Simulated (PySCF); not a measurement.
Compound: C₂H₇NSi₃.
SMILES with atom numbers: `[N:1]#[C:2][Si@H:3]1[CH2:4][SiH2:5][SiH2:6]1` (hydrogens: H7 on Si3; H8, H9 on C4; H10, H11 on Si5; H12, H13 on Si6)

Method: PBE0-D3(BJ)/def2-SVP geometry optimisation, gas phase (PySCF).

Q: List the bond lengths, angles and torsions at this level.

A: 
```json
{"bond": "N1≡C2", "length (Å)": "1.160"}
{"bond": "C2–Si3", "length (Å)": "1.862"}
{"bond": "Si3–C4", "length (Å)": "1.895"}
{"bond": "C4–Si5", "length (Å)": "1.913"}
{"bond": "Si5–Si6", "length (Å)": "2.364"}
{"bond": "Si3–Si6", "length (Å)": "2.354"}
{"bond": "Si3–H7", "length (Å)": "1.491"}
{"bond": "C4–H8", "length (Å)": "1.100"}
{"bond": "C4–H9", "length (Å)": "1.105"}
{"bond": "Si5–H10", "length (Å)": "1.493"}
{"bond": "Si5–H11", "length (Å)": "1.494"}
{"bond": "Si6–H12", "length (Å)": "1.490"}
{"bond": "Si6–H13", "length (Å)": "1.497"}
```

A selection of angles:
```json
{"angle": "N1–C2–Si3", "degrees": "177.8"}
{"angle": "C2–Si3–C4", "degrees": "107.2"}
{"angle": "C2–Si3–Si6", "degrees": "106.6"}
{"angle": "C2–Si3–H7", "degrees": "107.1"}
{"angle": "C4–Si3–Si6", "degrees": "89.6"}
{"angle": "C4–Si3–H7", "degrees": "118.4"}
{"angle": "Si6–Si3–H7", "degrees": "126.0"}
{"angle": "Si3–C4–Si5", "degrees": "97.3"}
{"angle": "Si3–C4–H8", "degrees": "116.8"}
{"angle": "Si3–C4–H9", "degrees": "108.0"}
{"angle": "Si5–C4–H8", "degrees": "117.2"}
{"angle": "Si5–C4–H9", "degrees": "108.3"}
{"angle": "H8–C4–H9", "degrees": "108.5"}
{"angle": "C4–Si5–Si6", "degrees": "88.9"}
{"angle": "C4–Si5–H10", "degrees": "110.8"}
{"angle": "C4–Si5–H11", "degrees": "115.0"}
{"angle": "Si6–Si5–H10", "degrees": "110.5"}
{"angle": "Si6–Si5–H11", "degrees": "120.1"}
{"angle": "H10–Si5–H11", "degrees": "109.9"}
{"angle": "Si5–Si6–H12", "degrees": "122.9"}
{"angle": "Si5–Si6–H13", "degrees": "112.1"}
{"angle": "Si3–Si6–Si5", "degrees": "74.6"}
{"angle": "Si3–Si6–H12", "degrees": "120.7"}
{"angle": "Si3–Si6–H13", "degrees": "111.1"}
{"angle": "H12–Si6–H13", "degrees": "111.0"}
```

Torsions: C2–Si3–C4–Si5 82° (synclinal); Si3–C4–Si5–Si6 25° (synperiplanar); C4–Si5–Si6–Si3 -21° (synperiplanar); C2–Si3–Si6–Si5 -87° (synclinal).

Si5 (SiH2 silicon) has angles from 88.9° to 120.1°. The 3 C–Si bonds span 1.862 Å (C2–Si3, drawn single) to 1.913 Å (C4–Si5, drawn single), a spread of 0.051 Å. Si3 (SiH silicon) has angles from 89.6° to 126.0°. The 4-membered ring Si3–C4–Si5–Si6 has internal angles of 74.6° to 97.3° (sum 350°, against 360° for a flat polygon); it is puckered, 0.21 Å rms from its mean plane, widest ring torsion 26°. Si6 (SiH2 silicon) has angles from 74.6° to 122.9°.

Point group: C1 (no symmetry element, even within 0.4 Å). Not checked by PBE0-D3(BJ)/def2-SVP frequencies. The numbers are those of one conformer.
